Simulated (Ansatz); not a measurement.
Basis-set extrapolation for C2H8BNSi, SMILES `CN1CB[SiH2]1` (PBE0-D4/def2-TZVP geometry, frozen core, the Gaussian-basis code of Ansatz). Multiplicity 1, RHF reference.

```
                      def2-TZVPP   def2-QZVPP
                 HF  -448.481866  -448.498466
    MP2 correlation    -0.766154    -0.817465
CCSD(T) correlation    -0.853680      not run
```

Energies in hartree. Use E(X) = E(∞) + A·exp(−7.88·√X) for Hartree–Fock and E(X) = E(∞) + B·X^(−2.97) for correlation, with X = 3 and 4, and add CCSD(T) minus MP2 of the smaller set to the MP2 limit.

Problem. What is the CCSD(T) energy at the basis-set limit?

Solution. HF limit: -448.498466 + (-0.016600) × 0.13774 = -448.50075. MP2 limit: -0.817465 + (-0.051311) × 0.74074 = -0.85547. Higher-order term: -0.853680 − (-0.766154) = -0.08753. Total: -449.44375 hartree, 67.9 kcal/mol below CCSD(T)/def2-TZVPP.
